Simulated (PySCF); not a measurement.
Correlation energy of P⁺ (phosphorus, charge +1)

[Ne] 3s2 3p2, high-spin 3P determinant. Calculation: PySCF 2.14, in 6-31G*; no relativity, point nucleus. Frozen: [Ne]; 4 electrons correlated.

MP2 pair energies summed by pair of shells (mhartree):

```tsv
pair	energy	share (%)
3s-3p	-27.85	59.2
3s-3s	-14.78	31.4
3p-3p	-4.38	9.3
```

Total MP2 correlation energy: -47.02 mhartree.

Same-spin part -7.00 and opposite-spin part -40.01 mhartree; SCS-MP2 scales them by 1/3 and 6/5 to -50.35 mhartree.

| level | correlation energy (mhartree) |
| --- | --- |
| CCSD | -66.15 |
| (T) | -0.84 |
| CCSD(T) | -66.99 |

Diagnostics: T1 = 0.0082, D1 = 0.0184, largest double amplitude 0.107.

Cost of the coupled-cluster step: 0.13 s of wall time on 1 thread of Neoverse-N1 (shared host), for 4 correlated electrons.

Iterations:

```
CC2 = 0
CCSD nocc = (np.int64(3), np.int64(1)), nmo = (13, 13)
frozen orbitals [[0, 1, 2, 3, 4], [0, 1, 2, 3, 4]]
max_cycle = 100
direct = 0
conv_tol = 1e-08
conv_tol_normt = 1e-06
diis_space = 8
diis_start_cycle = 0
Init t2, MP2 energy = -0.0470152652614336
Init E_corr(UCCSD) = -0.0470152652614695
cycle = 1  E_corr(UCCSD) = -0.0600575131249125  dE = -0.0130422479  norm(t1,t2) = 0.0480208
cycle = 2  E_corr(UCCSD) = -0.0639201603938016  dE = -0.00386264727  norm(t1,t2) = 0.0183102
cycle = 3  E_corr(UCCSD) = -0.0661614694974762  dE = -0.0022413091  norm(t1,t2) = 0.0081231
cycle = 4  E_corr(UCCSD) = -0.0661386755993841  dE = 2.27938981e-05  norm(t1,t2) = 0.00131295
cycle = 5  E_corr(UCCSD) = -0.066154526960281  dE = -1.58513609e-05  norm(t1,t2) = 0.000185678
cycle = 6  E_corr(UCCSD) = -0.0661497885812757  dE = 4.73837901e-06  norm(t1,t2) = 2.28237e-05
cycle = 7  E_corr(UCCSD) = -0.0661512913450564  dE = -1.50276378e-06  norm(t1,t2) = 4.7268e-06
cycle = 8  E_corr(UCCSD) = -0.0661509710906617  dE = 3.20254395e-07  norm(t1,t2) = 1.03636e-06
cycle = 9  E_corr(UCCSD) = -0.0661510220713905  dE = -5.09807288e-08  norm(t1,t2) = 2.32518e-07
cycle = 10  E_corr(UCCSD) = -0.0661510209374788  dE = 1.13391166e-09  norm(t1,t2) = 2.39391e-08
UCCSD converged
E(UCCSD) = -340.3898295456817  E_corr = -0.06615102093747882
UCCSD(T) correction = -0.000843263999196496
```
